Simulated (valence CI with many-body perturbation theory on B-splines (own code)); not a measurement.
Values are calculated unless marked as measured or tabulated.
# Energy levels of Rb¹⁴⁺

Level of theory: valence CI with perturbative core correlation (CI+MBPT): five valence electrons over a frozen Dirac-Fock core [Ar], radial functions for each j: 7 s, 7 p, 8 d, 6 f, 4 g, 1 h, with the one-electron correlation potential Σ1 (screened to all orders), the two-electron term Σ2, the three-electron term Σ3, Breit, model QED; selected single and double excitations, second order for the rest, scaled by the run's own slope (own B-spline code, finite nucleus).

No measured spectrum was set against this ion. As an estimate, terms of the open shell hold to 2 to 4 % of their energy, and close levels can change places. Among the levels kept, up to 270 cm⁻¹ of a level comes from second order outside the variational space, and about a tenth of that is noise between levels of different J, which matters for small intervals. The list stops below the first excitations out of the core. Only levels of the ground parity were solved; by the run's estimate the other parity begins above the list, which can be wrong where configurations are misplaced.

Levels 1 to 37 of 37, with energies above the lowest level, 3d5 6S_5/2. "Leading %" is the weight of the configuration and term that name the level; weights of strongly mixed levels are sums over their largest components and can fall short. In the jj column 3d3/2^4 stands for four electrons in 3d with j = 3/2.

```tsv
No.	Configuration	Term	J	E (cm⁻¹)	Leading %	Leading jj	g	Second component
1	3d5	6S	5/2	0.0	98	3d3/2^2 3d5/2^3 (40 %)	1.991	
2	3d5	4G	5/2	76046	77	3d3/2^4 3d5/2 (38 %)	0.714	8 % 3d5 2F
3	3d5	4G	11/2	78280	97	3d3/2^2 3d5/2^3 (45 %)	1.265	
4	3d5	4G	7/2	78352	94	3d3/2^3 3d5/2^2 (52 %)	0.997	
5	3d5	4G	9/2	79293	98	3d3/2^2 3d5/2^3 (63 %)	1.170	
6	3d5	4P	5/2	82021	51	3d3/2^3 3d5/2^2 (34 %)	1.370	26 % 3d5 4D
7	3d5	4P	3/2	84502	64	3d3/2^3 3d5/2^2 (68 %)	1.531	33 % 3d5 4D
8	3d5	4P	1/2	87947	80	3d3/2^2 3d5/2^3 (52 %)	2.164	18 % 3d5 4D
9	3d5	4D	7/2	94933	92	3d3/2^2 3d5/2^3 (65 %)	1.405	
10	3d5	4D	1/2	99804	81	3d3/2^2 3d5/2^3 (80 %)	0.491	18 % 3d5 4P
11	3d5	4D	5/2	100620	64	3d3/2^3 3d5/2^2 (36 %)	1.406	25 % 3d5 4P
12	3d5	4D	3/2	101760	64	3d3/2^2 3d5/2^3 (45 %)	1.357	33 % 3d5 4P
13	3d5	2I	11/2	112280	88	3d3/2^2 3d5/2^3 (53 %)	0.943	11 % 3d5 2H
14	3d5	2I	13/2	115390	100	3d3/2^2 3d5/2^3 (100 %)	1.075	
15	3d5	2D	5/2	119030	42	3d3/2 3d5/2^4 (35 %)	1.081	36 % 3d5 2F
16	3d5	2D	3/2	122680	66	3d3/2^2 3d5/2^3 (63 %)	0.690	31 % 3d5 4F
17	3d5	2F	7/2	125210	52	3d3/2^3 3d5/2^2 (61 %)	1.143	35 % 3d5 4F
18	3d5	4F	9/2	127140	59	3d3/2^3 3d5/2^2 (58 %)	1.228	32 % 3d5 2G
19	3d5	4F	5/2	131780	78	3d3/2^2 3d5/2^3 (73 %)	1.009	18 % 3d5 2F
20	3d5	2F	7/2	135570	45	3d3/2 3d5/2^4 (71 %)	1.196	45 % 3d5 4F
21	3d5	2H	9/2	137330	60	3d3/2^2 3d5/2^3 (90 %)	1.051	28 % 3d5 4F
22	3d5	4F	3/2	137890	66	3d3/2 3d5/2^4 (56 %)	0.546	32 % 3d5 2D
23	3d5	2G	7/2	143650	85	3d3/2^2 3d5/2^3 (82 %)	0.926	13 % 3d5 2F
24	3d5	2H	11/2	145810	86	3d3/2 3d5/2^4 (81 %)	1.074	12 % 3d5 2I
25	3d5	2F	5/2	146450	58	3d5/2^5 (37 %)	1.002	36 % 3d5 2D
26	3d5	2G	9/2	151220	56	3d3/2 3d5/2^4 (71 %)	1.070	32 % 3d5 2H
27	3d5	2F	5/2	153420	73	3d3/2^2 3d5/2^3 (49 %)	0.922	13 % 3d5 4F
28	3d5	2F	7/2	154820	83	3d3/2 3d5/2^4 (49 %)	1.144	13 % 3d5 4F
29	3d5	2S	1/2	166190	97	3d3/2^3 3d5/2^2 (39 %)	1.991	
30	3d5	2D	3/2	185400	99	3d3/2^3 3d5/2^2 (35 %)	0.802	
31	3d5	2D	5/2	188390	92	3d3/2 3d5/2^4 (42 %)	1.180	6 % 3d5 2F
32	3d5	2G	9/2	206230	100	3d3/2^2 3d5/2^3 (80 %)	1.110	
33	3d5	2G	7/2	207550	98	3d3/2^2 3d5/2^3 (46 %)	0.892	
34	3d5	2P	3/2	247100	93	3d3/2^2 3d5/2^3 (75 %)	1.296	7 % 3d5 2D
35	3d5	2P	1/2	249780	98	3d3/2^2 3d5/2^3 (45 %)	0.683	
36	3d5	2D	5/2	270880	99	3d3/2^2 3d5/2^3 (82 %)	1.198	
37	3d5	2D	3/2	273060	93	3d3/2 3d5/2^4 (60 %)	0.833	7 % 3d5 2P
```

Names give the largest LS component (configuration and term), which can be under half, so a name can repeat, a term be missing and a line seem to break the LS rules; names also repeat where a configuration has a term twice.

The ionisation energy to 3d4 5D_0 of the next ion comes out as 501.99 eV (NIST: 502 ± 3 eV (theoretical)). All 37 levels together are meant to be complete up to 688120 cm⁻¹.
